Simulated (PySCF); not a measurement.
# Orbital picture of SrN

PBE0 at R = 2.216 Å; Sr def2-TZVPP with ECP28, N def2-TZVPP; scalar-relativistic core potentials (PySCF 2.14). State: ⁴Σ⁻ (quartet), unpaired electrons σ ↑, π ↑↑, a second solution, started from another occupation. Only the outer orbitals are listed, counted within each symmetry, core potentials removing the inner ones.

| spin | orbital | occ. | ε (eV) | on Sr (%) | main shells (%) |
| --- | --- | --- | --- | --- | --- |
| α | 3σ | 1 | -24.65 | 89 | 89 Sr p, 10 N s |
| α | 1π | 1 | -24.35 | 100 | 100 Sr p |
| α | 1π | 1 | -24.35 | 100 | 100 Sr p |
| α | 4σ | 1 | -19.36 | 11 | 89 N s, 10 Sr p |
| α | 2π | 1 | -7.89 | 7 | 93 N p |
| α | 2π | 1 | -7.89 | 7 | 93 N p |
| α | 5σ | 1 | -6.47 | 13 | 86 N p |
| α | 6σ | 1 | -3.88 | 98 | 83 Sr s, 8 Sr p |
| α | 3π | 0 | -1.09 | 100 | 84 Sr p, 16 Sr d |
| α | 3π | 0 | -1.09 | 100 | 84 Sr p, 16 Sr d |
| α | 7σ | 0 | -0.69 | 97 | 58 Sr p, 38 Sr d |
| β | 3σ | 1 | -24.26 | 95 | 95 Sr p |
| β | 1π | 1 | -24.20 | 100 | 100 Sr p |
| β | 1π | 1 | -24.20 | 100 | 100 Sr p |
| β | 4σ | 1 | -15.81 | 7 | 93 N s |
| β | 5σ | 1 | -5.34 | 16 | 82 N p, 9 Sr d |
| β | 2π | 0 | -1.88 | 34 | 66 N p, 28 Sr d |
| β | 2π | 0 | -1.88 | 34 | 66 N p, 28 Sr d |
| β | 6σ | 0 | -1.87 | 99 | 85 Sr s, 8 Sr p |

Task: Which are the highest filled and the lowest empty level, where do they sit, and how wide is the gap?

Result: Highest filled α 6σ at -3.88 eV (in %: 83 Sr s, 8 Sr p); lowest empty β 2π at -1.88 eV (in %: 66 N p, 28 Sr d); the gap at PBE0 is 2.00 eV.

* bond order (Mayer): 0.72
* ⟨S²⟩: 3.756
* charge on Sr (Mulliken, basis-dependent): 0.59
* charge on Sr (Löwdin, basis-dependent): 0.38
* dipole moment (positive dipole means Sr(−)N(+)): -3.67 D

Spin–orbit coupling is left out.
